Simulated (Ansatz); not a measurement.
Cost and result for the atomization energy of `O[Si]1(F)CO1` (8 atoms, 8 bonds).

Total charge 0; spin multiplicity 1. The structure was optimised at the PBE0-D4/def2-TZVP level. It is one conformer, not always the lowest. Program: Ansatz. All runs use 2 threads of an Arm Neoverse V1 on a shared host. Times are those of one run each, without the atoms' runs, and a repeat can differ threefold. Electronic energies, without spin–orbit coupling; frozen cores. CCSD(T)/CBS adds CCSD(T) − MP2 in def2-TZVPP to the MP2 limit, and its time is that of the two runs behind it. T1 = 0.013. B3LYP takes the VWN-RPA correlation (the form of Gaussian; ORCA's B3LYP/G). HSE06 is the plane-wave form, built on full-range PBE exchange.

CCSD(T)/CBS is a level of theory with its own doubt, some kJ/mol a heavy atom from the limit and from the frozen cores, so smaller differences don't rank the functionals.

```json
{"level": "LDA (SPW92)/def2-TZVPP", "functions": "208", "wall time": "1.4 s", "atomization (kJ/mol)": "3853.1", "difference from CCSD(T)/CBS": "531.5", "per bond": "66.4"}
{"level": "BHLYP-D4/def2-TZVPP", "functions": "208", "wall time": "3.6 s", "atomization (kJ/mol)": "3139.6", "difference from CCSD(T)/CBS": "-182.0", "per bond": "-22.7"}
{"level": "HSE06-D4/def2-TZVPP", "functions": "208", "wall time": "3.8 s", "atomization (kJ/mol)": "3283.5", "difference from CCSD(T)/CBS": "-38.1", "per bond": "-4.8"}
{"level": "CCSD(T)/def2-SVP", "functions": "89", "wall time": "4.6 s", "atomization (kJ/mol)": "3020.2", "difference from CCSD(T)/CBS": "-301.4", "per bond": "-37.7"}
{"level": "B3LYP-D4/def2-TZVPP (with forces)", "functions": "208", "wall time": "5.5 s", "atomization (kJ/mol)": "3279.3", "difference from CCSD(T)/CBS": "-42.3", "per bond": "-5.3"}
{"level": "B2PLYP/def2-TZVPP", "functions": "208", "wall time": "6.5 s", "atomization (kJ/mol)": "3268.5", "difference from CCSD(T)/CBS": "-53.1", "per bond": "-6.6"}
{"level": "PBE-QIDH/def2-TZVPP", "functions": "208", "wall time": "6.5 s", "atomization (kJ/mol)": "3268.5", "difference from CCSD(T)/CBS": "-53.1", "per bond": "-6.6"}
{"level": "ωB97X-V/def2-TZVPP", "functions": "208", "wall time": "9.5 s", "atomization (kJ/mol)": "3311.5", "difference from CCSD(T)/CBS": "-10.1", "per bond": "-1.3"}
{"level": "B97M-V/def2-TZVPP", "functions": "208", "wall time": "11 s", "atomization (kJ/mol)": "3310.8", "difference from CCSD(T)/CBS": "-10.8", "per bond": "-1.4"}
{"level": "ωB97M-V/def2-TZVPP (with forces)", "functions": "208", "wall time": "14 s", "atomization (kJ/mol)": "3316.4", "difference from CCSD(T)/CBS": "-5.2", "per bond": "-0.7"}
{"level": "MP2/def2-QZVPP", "functions": "388", "wall time": "21 s", "atomization (kJ/mol)": "3403.0", "difference from CCSD(T)/CBS": "81.4", "per bond": "10.2"}
{"level": "CCSD(T)/def2-TZVPP", "functions": "208", "wall time": "2.1 min", "atomization (kJ/mol)": "3213.4", "difference from CCSD(T)/CBS": "-108.2", "per bond": "-13.5"}
{"level": "CCSD(T)/CBS(def2)", "functions": "–", "wall time": "2.4 min", "atomization (kJ/mol)": "3321.6", "difference from CCSD(T)/CBS": "0.0", "per bond": "0.0"}
```

From r2SCAN to r2SCAN0 (25 % exact exchange), in def2-TZVPP and without D4, the atomization energy moves by −90.7 kJ/mol: exact exchange takes away binding that semilocal exchange gives to molecules. In def2-TZVPP, CCSD(T) changes the Hartree–Fock value by +916.4 kJ/mol (the triples alone add +61.8 kJ/mol) and MP2 by +1040.2 kJ/mol; breaking electron pairs costs correlation energy, which Hartree–Fock lacks. The D4 term adds +24.3 kJ/mol with B3LYP and +12.5 kJ/mol with PBE0; it sums over pairs of atoms, weighted by their polarisabilities, and B3LYP, whose exchange is more repulsive, gets the larger term.
